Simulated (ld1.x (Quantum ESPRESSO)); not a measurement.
Cutoff test, osmium, RRKJ

Os (Z = 76), norm-conserving RRKJ (Kleinman–Bylander form), made with ld1.x (Quantum ESPRESSO) 7.5 (PBEsol, scalar-relativistic). Core [Kr] 4d10 4f14, reference 5s2 5p6 5d6 6s2 6p0. Waves: 5s (bound): rc 1.35 bohr; 5p (bound): rc 1.95 bohr; 5d (bound): rc 1.30 bohr. Local part: all-electron potential smoothed inside 1.40 bohr (lloc = -1). Core correction: Bessel-smoothed model core inside 0.60 bohr. rho0 = 0.01.

Occupied shells without a wave of their own: 6s. They enter only through the test configuration that unscreens the potential, and ld1.x also counts them in the model core charge.

The pseudo-atom Hamiltonian at the reference potential is diagonalised in spherical Bessel functions j_l(qr) that vanish at 20 bohr, with q² up to the cutoff. All-electron valence levels (Ry): 5s -6.7323, 6s -0.4548, 5p -3.7382, 6p -0.0906, 5d -0.4620.

Q: How do the lowest levels (Ry) of each channel move with the cutoff, and are there ghosts?

A:

| cutoff (Ry) | s #1 | s #2 | s #3 | p #1 | p #2 | p #3 | d #1 | f #1 | Σ f·Δε (mRy) |
| --- | --- | --- | --- | --- | --- | --- | --- | --- | --- |
| 8 | -5.8075 | -0.3705 | 0.0131 | -2.8046 | -0.0403 | 0.0644 | -0.0515 | 0.1133 | 10090.2 |
| 18 | -6.0498 | -0.3911 | 0.0115 | -3.6952 | -0.0890 | 0.0524 | -0.3786 | 0.1133 | 2258.1 |
| 35 | -6.6170 | -0.4440 | 0.0078 | -3.7382 | -0.0964 | 0.0511 | -0.4467 | 0.1133 | 351.1 |
| 60 | -6.7272 | -0.4572 | 0.0069 | -3.7382 | -0.0968 | 0.0510 | -0.4538 | 0.1133 | 61.8 |
| 100 | -6.7320 | -0.4580 | 0.0068 | -3.7382 | -0.0969 | 0.0510 | -0.4618 | 0.1133 | 2.6 |
| 160 | -6.7324 | -0.4581 | 0.0068 | -3.7382 | -0.0969 | 0.0510 | -0.4620 | 0.1133 | 0.3 |
| 400 | -6.7324 | -0.4581 | 0.0068 | -3.7382 | -0.0969 | 0.0510 | -0.4621 | 0.1133 | 0.0 |

Result: no extra level below or beside the all-electron valence levels (s, p, d, f tested); 10 mRy is reached at 90 Ry and 1 mRy at 120 Ry.

ld1.x takes every shell without a wave as core, so the model core holds the 6s electrons as well and exchange and correlation see them twice. This cancels in the reference configuration, but the file is broken for other ones, and its errors say nothing about a proper core correction. Its largest configuration-test error is -1518 meV.
